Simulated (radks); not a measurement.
The numbers below are computed, except where a source is named.
The tungsten ion W+ inside a hard spherical wall (all orbitals vanish at R), configuration held at [Xe] 4f14 5d4 6s1 and not refilled when levels cross. Level of theory: scalar-relativistic Kohn-Sham, r2SCAN, spin-polarised, spherical densities, finite nucleus; open shells are filled with parallel spins first (spin-orbit coupling, left out, can overturn this in heavy ions); meta-GGA in the generalised Kohn-Sham scheme; Fermi nuclear charge, rms radius 5.3658 fm (a radial shooting solver on a logarithmic mesh with Libxc functionals). Eigenvalues in eV for spin up, with the zero of energy where the potential of the charges vanishes at infinity; a dash marks a level that is unbound or too diffuse for the functional's potential to be trusted. A positive occupied level is held by the wall or, in an anion where self-interaction has pushed it up, behind a barrier. The pressure on the wall is -dE/dV.

| R (bohr) | E (hartree) | kinetic (hartree) | e(5p) | e(4f) | e(6s) | e(5d) | e(6p, empty) | e(7s, empty) | pressure (GPa) |
|---|---|---|---|---|---|---|---|---|---|
| free | -16141.5719 | 17780.574 | -52.835 | -40.874 | -13.361 | -13.044 | -7.086 | - | 0 |
| 12 | -16141.5719 | 17780.574 | -52.835 | -40.874 | -13.361 | -13.044 | -7.085 | -2.604 | < 0.0001 |
| 8 | -16141.5715 | 17780.580 | -52.809 | -40.848 | -13.338 | -13.022 | -6.959 | -0.132 | 0.0285 |
| 6 | -16141.5594 | 17780.684 | -52.437 | -40.449 | -12.932 | -12.697 | -5.893 | 6.912 | 1.31 |
| 5 | -16141.5113 | 17780.998 | -51.522 | -39.437 | -11.697 | -11.857 | -3.495 | 17.084 | 8.93 |
| 3.5 | -16140.9183 | 17783.780 | -46.388 | -33.335 | -0.849 | -6.097 | 13.160 | 67.047 | 207 |
| 2.5 | -16137.5091 | 17797.844 | -32.355 | -16.532 | 43.487 | 13.367 | 70.273 | 199.21 | 3120 |
| 2 | -16129.1073 | 17830.078 | -7.912 | 8.494 | 124.13 | 47.113 | 164.21 | 390.23 | 17700 |
